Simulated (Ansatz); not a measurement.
**KH, singlet: energies of several shapes or isomers**

Computed with Ansatz's Gaussian-basis code (development build). Basis cc-pwCVTZ-X2C on K, cc-pVTZ-DK on H, scalar X2C without spin–orbit coupling, 5 orbitals frozen in the corrections; active space CAS(2,2). Restricted Hartree–Fock, then the lowest state-specific CASSCF solution met for each case. On stretched bonds single-reference methods can fail or change state. Unlike active orbitals can shift such differences by tenths of an eV, at times by over 1 eV.

Case A: bond length 2.5760 Å.

Case B: bond length 2.2400 Å.

Energy less that of case A, in eV:

```csv
case,RHF/ROHF,CASSCF
B,-0.088,-0.043
```

Question: What does SC-NEVPT2 give for these differences?

Answer: B: -0.124 eV (-2.9 kcal/mol).
